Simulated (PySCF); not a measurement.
C2H9BiSi, SMILES [Bi]([SiH3])([CH3])[CH3]. Geometry: B3LYP-D3(BJ)/def2-SVP. The structure was generated by enumeration; whether it is a known compound was not checked. The def2 effective core potentials stand for the cores of Bi; spin–orbit coupling is left out.

Give the equilibrium geometry at B3LYP-D3(BJ)/def2-SVP (PySCF confirms it by a frequency run) as Cartesian coordinates in Å, and its point group. (The exact figures need the calculation; the answer reports its results.)

point group Cs.
```xyz
13

Bi    -0.3451    -0.3212     0.0000
C     -0.6529     1.2409     1.6705
H     -0.2879     0.8298     2.6219
H     -0.1023     2.1572     1.4194
H     -1.7277     1.4565     1.7485
C     -0.6529     1.2409    -1.6705
H     -0.1023     2.1572    -1.4194
H     -0.2879     0.8298    -2.6219
H     -1.7277     1.4565    -1.7485
Si     2.3033     0.1518     0.0000
H      2.5523     1.6267     0.0000
H      2.9577    -0.4346     1.2100
H      2.9577    -0.4346    -1.2100
```
